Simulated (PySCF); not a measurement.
## Electron correlation in Mn⁺ (manganese, charge +1)

[Ar] 3d5 4s1, high-spin 7S determinant. Computed with PySCF 2.14 in x2c-TZVPPall with one added diffuse shell each of s, p, d, f type (7s6p5d3f1g, 80 functions), with the spin-free X2C one-electron Hamiltonian (Gaussian nucleus). Frozen: [Ne]; 14 electrons correlated.

```json
{"level": "CCSD", "correlation energy (mhartree)": "-410.61"}
{"level": "(T)", "correlation energy (mhartree)": "-8.20"}
{"level": "CCSD(T)", "correlation energy (mhartree)": "-418.81"}
```

Diagnostics: T1 = 0.0092, D1 = 0.0315, largest double amplitude 0.016.

Cost of the coupled-cluster step: of the order of 24 core-seconds, for 14 correlated electrons.

This basis was not built for core-valence correlation, so the inner-shell part is incomplete.
